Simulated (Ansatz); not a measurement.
`[SiH3][S][GeH3]` + `[GeH3][SeH]` → `[GeH3][Se][GeH3]` + `[SiH3]S` at 700 K and 1 bar (ligand exchange at a Ge–S bond).

Calculated with Ansatz (gas phase, PBE0-D4/def2-TZVP geometries, no zero-point term in ΔE). CBS: MP2 limit from def2 TZ/QZ plus the TZ coupled-cluster correction, frozen cores. For Ge, Se outer-core shells are correlated without core-valence functions, which leaves a few kJ/mol of doubt a bond. Scalar relativity is left out up to krypton.

| species | CCSD(T)/CBS energy (Eh) | H − E (kJ/mol) | S (J/(mol·K)) |
| --- | --- | --- | --- |
| `[SiH3][S][GeH3]` | -2766.60510 | 204.4 | 460.0 |
| `[GeH3][SeH]` | -4479.23116 | 131.0 | 372.1 |
| `[GeH3][Se][GeH3]` | -6556.56757 | 201.2 | 483.8 |
| `[SiH3]S` | -689.27336 | 135.5 | 340.5 |

H − E and S are ideal-gas, rigid-rotor, harmonic terms from PBE0-D4/def2-TZVP. 1 Eh = 2625.50 kJ/mol, R = 8.31446 J/(mol·K).

Problem. By hand: ΔE, ΔH, ΔS and ΔG.

Solution. ΔE = (-6556.56757) + (-689.27336) − (-2766.60510) − (-4479.23116) = -0.00467 Eh = -12.3 kJ/mol. Δ(H − E) = 201.2 + 135.5 − 204.4 − 131.0 = 1.3, so ΔH = -11.0 kJ/mol. ΔS = 483.8 + 340.5 − 460.0 − 372.1 = -7.8 J/(mol·K). ΔG = -11.0 − 700 × (-7.8)/1000 = -5.5 kJ/mol.

Problem. By hand: the equilibrium constant, and the temperature at which ΔG would vanish if ΔH and ΔS stayed fixed.

Solution. log₁₀ K = −ΔG/(RT ln 10) = 0.4. ΔG = 0 at ΔH/ΔS = 1410 K, though so small a ΔS makes that figure unsure.

TΔS isn't small against ΔH here. The sign of ΔG lies within the doubt. A doubt of 5 kJ/mol in ΔE shifts log₁₀ K by 0.4 here. Modes under 60 cm⁻¹, often nearly free rotors, make the harmonic entropy too high. These are equilibria of isolated gas molecules and say nothing of rates. Largest T1 diagnostic: 0.011 (customary marks: 0.02 for closed shells, 0.045 for open ones).
